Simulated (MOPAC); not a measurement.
MOPAC input (PM7):

```
PM7 1SCF GEO-OK AUX(PRECISION=9) THREADS=1
C4H13NSi

C    -1.41490700 1   -0.49297600 1    1.19936500 1
C    -0.80774300 1   -0.01814500 1   -0.12965600 1
C    -1.79461700 1    0.90581800 1   -0.84890200 1
C    -0.49910500 1   -1.22655300 1   -1.01590600 1
N     0.43542400 1    0.73126000 1    0.10874200 1
Si    2.02352700 1    0.10273300 1    0.32125800 1
H    -1.63470200 1    0.36063000 1    1.84415500 1
H    -0.71704400 1   -1.14438600 1    1.72780100 1
H    -2.34425900 1   -1.04396300 1    1.03800300 1
H    -1.37850700 1    1.24059300 1   -1.79974600 1
H    -2.00832300 1    1.78850800 1   -0.24067200 1
H    -2.74068300 1    0.39595400 1   -1.04000500 1
H    -0.05800900 1   -0.91083000 1   -1.96190300 1
H     0.19436200 1   -1.91444400 1   -0.52584700 1
H    -1.41334400 1   -1.78203700 1   -1.22763700 1
H     0.26230000 1    1.62999700 1    0.53463400 1
H     2.57475700 1   -0.45746700 1   -0.93594800 1
H     2.13041100 1   -0.97780400 1    1.34107100 1
H     2.85391800 1    1.24931000 1    0.75788000 1
```

From the output:

```
                                                       MOPAC v23.2.5 Linux

          FINAL HEAT OF FORMATION =        -23.33067 KCAL/MOL =     -97.61552 KJ/MOL

          COSMO AREA              =        159.41 SQUARE ANGSTROMS
          COSMO VOLUME            =        164.10 CUBIC ANGSTROMS

          IONIZATION POTENTIAL    =          8.908192 EV
          HOMO LUMO ENERGIES (EV) =         -8.908  1.573
          NO. OF FILLED LEVELS    =         19
          MOLECULAR WEIGHT        =        103.2389         POINT GROUP:  C1

          MOLECULAR DIMENSIONS (Angstroms)

            Atom       Atom       Distance
            H    19    H    12     5.93803
            H     7    H    13     4.30883
            H    11    H    14     3.48050

          SCF CALCULATIONS        =          1

   ATOM   CHEMICAL          X               Y               Z
  NUMBER   SYMBOL      (ANGSTROMS)     (ANGSTROMS)     (ANGSTROMS)

     1       C         -1.41490700  *  -0.49297600  *   1.19936500  *
     2       C         -0.80774300  *  -0.01814500  *  -0.12965600  *
     3       C         -1.79461700  *   0.90581800  *  -0.84890200  *
     4       C         -0.49910500  *  -1.22655300  *  -1.01590600  *
     5       N          0.43542400  *   0.73126000  *   0.10874200  *
     6      Si          2.02352700  *   0.10273300  *   0.32125800  *
     7       H         -1.63470200  *   0.36063000  *   1.84415500  *
     8       H         -0.71704400  *  -1.14438600  *   1.72780100  *
     9       H         -2.34425900  *  -1.04396300  *   1.03800300  *
    10       H         -1.37850700  *   1.24059300  *  -1.79974600  *
    11       H         -2.00832300  *   1.78850800  *  -0.24067200  *
    12       H         -2.74068300  *   0.39595400  *  -1.04000500  *
    13       H         -0.05800900  *  -0.91083000  *  -1.96190300  *
    14       H          0.19436200  *  -1.91444400  *  -0.52584700  *
    15       H         -1.41334400  *  -1.78203700  *  -1.22763700  *
    16       H          0.26230000  *   1.62999700  *   0.53463400  *
    17       H          2.57475700  *  -0.45746700  *  -0.93594800  *
    18       H          2.13041100  *  -0.97780400  *   1.34107100  *
    19       H          2.85391800  *   1.24931000  *   0.75788000  *

                             CARTESIAN COORDINATES

   1    C       -1.414907000    -0.492976000     1.199365000
   2    C       -0.807743000    -0.018145000    -0.129656000
   3    C       -1.794617000     0.905818000    -0.848902000
   4    C       -0.499105000    -1.226553000    -1.015906000
   5    N        0.435424000     0.731260000     0.108742000
   6   Si        2.023527000     0.102733000     0.321258000
   7    H       -1.634702000     0.360630000     1.844155000
   8    H       -0.717044000    -1.144386000     1.727801000
   9    H       -2.344259000    -1.043963000     1.038003000
  10    H       -1.378507000     1.240593000    -1.799746000
  11    H       -2.008323000     1.788508000    -0.240672000
  12    H       -2.740683000     0.395954000    -1.040005000
  13    H       -0.058009000    -0.910830000    -1.961903000
  14    H        0.194362000    -1.914444000    -0.525847000
  15    H       -1.413344000    -1.782037000    -1.227637000
  16    H        0.262300000     1.629997000     0.534634000
  17    H        2.574757000    -0.457467000    -0.935948000
  18    H        2.130411000    -0.977804000     1.341071000
  19    H        2.853918000     1.249310000     0.757880000

           Empirical Formula: C4 H13 N Si  =    19 atoms

      MOLECULAR POINT GROUP   :   C1

                  EIGENVALUES
 -35.83179 -28.15748 -24.27282 -24.04788 -19.29157 -17.32692 -16.29834 -15.52774
 -15.20062 -14.13509 -13.52175 -12.97117 -12.76284 -12.68437 -12.41168 -11.97249
 -11.89857 -11.50975  -8.90819   1.57256   2.67987   2.79456   4.05770   4.21123
   4.34309   4.85955   5.83085   5.87980   5.89580   5.92671   6.00656   6.02329
   6.83565   7.02208   7.14160   7.17575   8.52973  21.92354  22.06409  22.88018
  23.02997  23.75029

              NET ATOMIC CHARGES AND DIPOLE CONTRIBUTIONS

  ATOM NO.   TYPE          CHARGE      No. of ELECS.   s-Pop       p-Pop       d-Pop
    1          C          -0.507948        4.5079     1.06462     3.44332
    2          C           0.340648        3.6594     1.04308     2.61628
    3          C          -0.487006        4.4870     1.06142     3.42558
    4          C          -0.476618        4.4766     1.05813     3.41849
    5          N          -0.761183        5.7612     1.57617     4.18501
    6         Si           0.129664        3.8703     0.88610     2.79992     0.18432
    7          H           0.148059        0.8519     0.85194
    8          H           0.152900        0.8471     0.84710
    9          H           0.151364        0.8486     0.84864
   10          H           0.159410        0.8406     0.84059
   11          H           0.146500        0.8535     0.85350
   12          H           0.151732        0.8483     0.84827
   13          H           0.159184        0.8408     0.84082
   14          H           0.152281        0.8477     0.84772
   15          H           0.149439        0.8506     0.85056
   16          H           0.284313        0.7157     0.71569
   17          H           0.035341        0.9647     0.96466
   18          H           0.026467        0.9735     0.97353
   19          H           0.045453        0.9545     0.95455
 DIPOLE           X         Y         Z       TOTAL
 POINT-CHG.     0.052    -0.673     0.147     0.690
 HYBRID        -1.038     0.528     0.292     1.201
 SUM           -0.986    -0.145     0.438     1.089

          ATOMIC ORBITAL ELECTRON POPULATIONS

     Atom    s        px        py        pz      x^2-y^2     xz        z^2       yz        xy
    1  C   1.06462   1.16226   1.17194   1.10912
    2  C   1.04308   0.81068   0.89449   0.91111
    3  C   1.06142   1.12474   1.13822   1.16262
    4  C   1.05813   1.17052   1.10137   1.14660
    5  N   1.57617   1.17963   1.26028   1.74511
    6 Si   0.88610   0.71621   1.02525   1.05846   0.03329   0.04503   0.01964   0.03963   0.04673
    7  H   0.85194
    8  H   0.84710
    9  H   0.84864
   10  H   0.84059
   11  H   0.85350
   12  H   0.84827
   13  H   0.84082
   14  H   0.84772
   15  H   0.85056
   16  H   0.71569
   17  H   0.96466
   18  H   0.97353
   19  H   0.95455

 **********************
 *                    *
 * JOB ENDED NORMALLY *
 *                    *
 **********************

 == MOPAC DONE ==
```

The geometry given is a B3LYP-D3(BJ)/def2-TZVP minimum.
